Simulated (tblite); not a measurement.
C5H8F2GeS.
Atom-mapped SMILES: `[CH3:1][C:2]#[C:3][GeH2:4][CH2:5][S:6][CH:7]([F:8])[F:9]` (hydrogens: H10, H11, H12 on C1; H13, H14 on Ge4; H15, H16 on C5; H17 on C7)

Computed with GFN2-xTB (tblite), gas phase: L-BFGS steps from a force-field or distance-geometry start until the largest atomic force falls under 0.01 eV/Å.

Step 96: E = -798.2587 eV
```
atom  x, y, z in Å  |  force x, y, z in eV/Å
C1     -4.1863    0.1076   -0.3187   -0.004  -0.006   0.008
C2     -2.7983    0.1695    0.0803    0.003   0.009  -0.032
C3     -1.6395    0.2309    0.4102    0.000   0.012  -0.014
Ge4     0.2031    0.3845    0.8236   -0.031  -0.030   0.024
C5      1.1877   -0.4827   -0.6834    0.017  -0.009  -0.015
S6      2.5659   -1.5278   -0.1324   -0.008   0.048   0.037
C7      3.6111   -0.1700    0.4832    0.025  -0.013   0.000
F8      4.6525   -0.6542    1.1677   -0.037   0.035  -0.040
F9      2.9166    0.6344    1.3293    0.033  -0.046   0.003
H10    -4.7427   -0.5445    0.3531    0.002  -0.019   0.012
H11    -4.6253    1.1040   -0.2858    0.000   0.018   0.009
H12    -4.2663   -0.2778   -1.3350    0.013  -0.013   0.010
H13     0.5209    1.8435    0.9126    0.045   0.022   0.004
H14     0.5131   -0.3226    2.1024   -0.057  -0.001  -0.007
H15     0.5246   -1.1650   -1.2113   -0.013  -0.025   0.006
H16     1.5787    0.2280   -1.4103    0.002   0.017  -0.028
H17     3.9770    0.4543   -0.3470    0.010  -0.001   0.023
```

Step 97: E = -798.2593 eV
```
atom  x, y, z in Å  |  force x, y, z in eV/Å
C1     -4.1873    0.1111   -0.3203   -0.021  -0.005  -0.003
C2     -2.7997    0.1705    0.0786   -0.006   0.017  -0.041
C3     -1.6403    0.2360    0.4044    0.037  -0.008   0.007
Ge4     0.2019    0.3767    0.8270   -0.035   0.013  -0.001
C5      1.1905   -0.4913   -0.6776   -0.005   0.020  -0.013
S6      2.5728   -1.5283   -0.1264   -0.035   0.006   0.032
C7      3.6115   -0.1645    0.4797   -0.006  -0.020  -0.006
F8      4.6593   -0.6421    1.1532    0.074  -0.014   0.017
F9      2.9240    0.6357    1.3330   -0.037  -0.014   0.033
H10    -4.7457   -0.5394    0.3505    0.001  -0.037   0.022
H11    -4.6259    1.1071   -0.2869    0.001   0.041   0.010
H12    -4.2689   -0.2727   -1.3371    0.017  -0.020   0.005
H13     0.5223    1.8370    0.9176    0.047  -0.004   0.007
H14     0.5051   -0.3327    2.1051   -0.053  -0.005   0.006
H15     0.5286   -1.1730   -1.2069   -0.015  -0.042   0.006
H16     1.5795    0.2214   -1.4034    0.005   0.028  -0.041
H17     3.9653    0.4607   -0.3520    0.031   0.044  -0.042
```

Step 98: E = -798.2598 eV
```
atom  x, y, z in Å  |  force x, y, z in eV/Å
C1     -4.1902    0.1271   -0.3268   -0.009   0.004   0.006
C2     -2.8024    0.1701    0.0771    0.024   0.018  -0.028
C3     -1.6425    0.2210    0.4062   -0.028  -0.019  -0.007
Ge4     0.1988    0.3536    0.8354   -0.019   0.035  -0.020
C5      1.1935   -0.5152   -0.6663   -0.016   0.030  -0.025
S6      2.5929   -1.5304   -0.1159   -0.039   0.024   0.022
C7      3.6145   -0.1465    0.4722    0.037   0.007   0.010
F8      4.6885   -0.6055    1.1216    0.000   0.034  -0.028
F9      2.9250    0.6328    1.3461    0.010  -0.043  -0.010
H10    -4.7591   -0.5200    0.3394    0.015  -0.022   0.012
H11    -4.6181    1.1285   -0.2923    0.014   0.015   0.013
H12    -4.2715   -0.2523   -1.3453    0.016  -0.019   0.009
H13     0.5144    1.8166    0.9250    0.054  -0.026   0.008
H14     0.5030   -0.3545    2.1133   -0.059  -0.008   0.016
H15     0.5365   -1.2071   -1.1906    0.014  -0.021   0.020
H16     1.5723    0.2005   -1.3956   -0.012   0.006  -0.038
H17     3.9374    0.4935   -0.3649   -0.002  -0.015   0.040
```

**Question.** Estimate the geometry and energy of step 99. (The exact step hangs on the optimiser's Hessian estimate; all steps are aligned on step 98, rigid shifts and turns removed.)

**Answer.** E = -798.2602 eV, largest force 0.057 eV/Å
```
atom  x, y, z in Å  |  force x, y, z in eV/Å
C1     -4.1898    0.1228   -0.3249   -0.006   0.003   0.001
C2     -2.8016    0.1717    0.0759    0.030   0.016  -0.019
C3     -1.6419    0.2253    0.4052   -0.034  -0.014  -0.012
Ge4     0.1989    0.3601    0.8332   -0.009   0.028  -0.019
C5      1.1931   -0.5083   -0.6694   -0.020   0.030  -0.022
S6      2.5868   -1.5301   -0.1175   -0.034   0.011   0.018
C7      3.6139   -0.1521    0.4736    0.017   0.006   0.008
F8      4.6811   -0.6148    1.1293    0.031   0.012  -0.010
F9      2.9242    0.6321    1.3423   -0.002  -0.026   0.006
H10    -4.7539   -0.5261    0.3435    0.011  -0.021   0.012
H11    -4.6213    1.1227   -0.2905    0.010   0.013   0.010
H12    -4.2706   -0.2586   -1.3428    0.010  -0.015   0.009
H13     0.5174    1.8221    0.9233    0.049  -0.020   0.008
H14     0.5010   -0.3483    2.1116   -0.055  -0.007   0.012
H15     0.5351   -1.1978   -1.1954    0.010  -0.019   0.017
H16     1.5758    0.2070   -1.3972   -0.012   0.003  -0.032
H17     3.9449    0.4845   -0.3617    0.004   0.002   0.013
```

The energy changes by -0.0005 eV. The first-order estimate −F·Δx gives -0.0006 eV and the mean of the old and new forces, exact on a quadratic surface, -0.0005 eV. The step makes an angle of 84° with the force vector and moves no atom by more than 0.014 Å.

What follows is the cost of the whole relaxation. Time: 2.1 s wall. Hardware: an Arm Neoverse N1 with one thread, shared host with 64 logical CPUs at a one-minute load of 56.
